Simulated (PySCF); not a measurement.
CH3Zn, charge +1, singlet, geometry from GFN2-xTB (such geometries of metal compounds can be far from the true shape). Base run: B3LYP/6-31G (PySCF).

Geometry (Å):
```xyz
5

Zn    -0.3491    -0.2014    -0.2663
C      1.0938     0.6311     0.8343
H      1.5960    -0.2027     1.3338
H      0.5794     1.3026     1.5279
H      1.7361     1.1568     0.1216
```
Charge +1, spin multiplicity 1.
All else is at PySCF's defaults.

Each row names what was changed in the base input (with any setting that the change needs).

```tsv
change	basis functions	E (Eh)	HOMO (eV)	HOMO-LUMO gap (eV)
base	42	-1818.70271	-14.41	4.93
basis = cc-pVTZ-DK; relativity = none	140	-1810.02240	-14.61	4.94
basis = cc-pVTZ-DK; relativity = spin-free X2C; nucleus = Gaussian (with nucmod='G')	140	-1835.60734	-14.91	5.14
basis = ANO-RCC-VDZP; relativity = spin-free X2C	63	-1835.59760	-14.80	5.10
basis = jorge-DZP-DKH; relativity = spin-free X2C	73	-1835.39476	-14.76	5.08
basis = ANO-RCC-VDZP; relativity = none	63	-1809.95550	-14.56	4.89
basis = ANO-RCC-VDZP; relativity = spin-free X2C; nucleus = Gaussian (with nucmod='G')	63	-1835.58872	-14.80	5.10
basis = jorge-DZP-DKH; relativity = none	73	-1814.01971	-14.53	4.92
basis = cc-pVTZ-DK; relativity = spin-free X2C	140	-1835.61622	-14.91	5.14
basis = jorge-DZP-DKH; relativity = spin-free X2C; nucleus = Gaussian (with nucmod='G')	73	-1835.38691	-14.76	5.08
```

Totals shift with the method and basis; they matter in differences.

Basis sets contracted for a relativistic Hamiltonian are a mismatch without it, so the rows without relativity aren't non-relativistic limits. No row has spin-orbit coupling; sets with core potentials leave out the core electrons.
